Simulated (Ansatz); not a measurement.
Basis sets compared for [Cu(NH2)2]- (CuN2H4⁻). Charge -1, multiplicity 1. Geometry r2SCAN-D4/def2-TZVPD. Ansatz on 4 threads of Intel Xeon Platinum 8488C on a shared host; times are rough, and most runs start from earlier orbitals.

```xyz
7

Cu   -0.001    0.073    0.100
N    -0.816   -1.232    1.144
H    -0.787   -2.144    0.683
H    -1.814   -1.045    1.261
N     0.813    1.480   -0.802
H     0.799    1.327   -1.812
H     1.808    1.542   -0.574
```

The 6-31G sets use Cartesian d functions. B3LYP takes the VWN-RPA correlation. At HF/STO-3G, PBE-D4/def2-SVPD, PBE-D4/def2-TZVPD, B3LYP-D4/6-31G the highest occupied level of the charge -1 singlet lies above zero (up to 4.17 eV). In Hartree–Fock with STO-3G the lack of diffuse functions raises the level. By energy differences its removal costs 2.35 eV (vertical, to the charge 0 doublet, at PBE0-D4/def2-TZVPD), and other spins of that charge weren't run.

```tsv
level	functions	energy (Eh)	HOMO (eV)	LUMO (eV)	wall time
HF/STO-3G	32	-1729.8456	4.17	11.97	0.3 s
HF/6-31G	55	-1749.7951	-2.23	7.57	0.25 s
PBE-D4/def2-SVPD	106	-1751.8057	1.00	3.70	0.55 s
B3LYP-D4/6-31G	55	-1752.1729	0.71	5.36	0.55 s
PBE0-D4/def2-SVPD	106	-1751.8029	-0.31	4.32	0.7 s
```

Task: Estimate the rows for HF/def2-TZVPD, PBE-D4/def2-TZVPD, B3LYP-D4/def2-TZVPD, PBE0-D4/def2-TZVPD.

Result: 
```json
{"level": "HF/def2-TZVPD", "functions": "158", "energy (Eh)": "-1750.1968", "HOMO (eV)": "-3.45", "LUMO (eV)": "5.55", "wall time": "0.6 s"}
{"level": "PBE-D4/def2-TZVPD", "functions": "158", "energy (Eh)": "-1752.1762", "HOMO (eV)": "0.82", "LUMO (eV)": "3.45", "wall time": "0.75 s"}
{"level": "B3LYP-D4/def2-TZVPD", "functions": "158", "energy (Eh)": "-1752.6045", "HOMO (eV)": "-0.33", "LUMO (eV)": "3.80", "wall time": "1.1 s"}
{"level": "PBE0-D4/def2-TZVPD", "functions": "158", "energy (Eh)": "-1752.1636", "HOMO (eV)": "-0.46", "LUMO (eV)": "4.05", "wall time": "1.1 s"}
```
